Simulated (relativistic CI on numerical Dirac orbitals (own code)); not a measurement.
**Os⁵⁺: L2,3 absorption edge**

Computed with this model: Dirac-Coulomb-Breit CI, separate exchange-only KLI orbitals for each configuration, QED by a radiative potential, multiplet model of core-to-valence dipole absorption, unscaled Slater integrals; configurations [Xe] 4f14 5d3 → [He] 2s2 2p5 3s2 3p6 3d10 4s2 4p6 4d10 4f14 5s2 5p6 5d4; 300 K; Lorentzian 7.5 eV and Gaussian 1 eV FWHM. Energies are those of the free ion, without screening or charge transfer. The branching ratio is the share of the lower-energy edge in the whole absorption, uncertain by about 0.02 where the edges overlap. S is read from ⟨S²⟩ = S(S + 1).

Field parameters in Wybourne normalisation: D3d B²₀ = −7Dσ, B⁴₀ = −14Dq − 21Dτ, B⁴₃ = −14√(10/7) Dq. The field is a parameter set, without covalency.

free ion: ground-state S = 1.41, centroid 11097.44 eV, branching ratio 0.855. Peaks (eV, height): 10877.0 (100), 12391.0 (15).

D3d, 10Dq = 26800, Dσ = -1200, Dτ = -350 cm⁻¹: ground-state S = 1.45, centroid 11223.89 eV, branching ratio 0.771. Peaks (eV, height): 10877.5 (100), 12391.0 (29).

The statistical ratio of this edge is 2/3 = 0.667. Values above it arise where the holes sit mainly in the j = l + 1/2 valence subshell or the ground state has high spin; values below it where core-valence Coulomb terms move weight to the upper edge, as in nearly empty shells. At deep edges of heavy elements the radial integrals of the two core levels differ, which raises the baseline.

Strongest unbroadened transitions for D3d, 10Dq = 26800, Dσ = -1200, Dτ = -350 cm⁻¹:

| Energy (eV) | Relative strength |
| --- | --- |
| 10876.28 | 21.0 |
| 10876.64 | 12.7 |
| 10876.92 | 19.2 |
| 10876.98 | 29.1 |
| 10877.07 | 23.6 |
| 10877.11 | 54.0 |
| 10877.14 | 12.8 |
| 10877.17 | 25.5 |
| 10877.18 | 100.0 |
| 10877.28 | 35.7 |
| 10877.32 | 19.6 |
| 10877.35 | 32.8 |
| 10877.57 | 17.0 |
| 10879.01 | 21.3 |
| 12390.03 | 32.8 |
| 12390.72 | 52.3 |
| 12391.24 | 12.5 |
| 12391.36 | 24.9 |
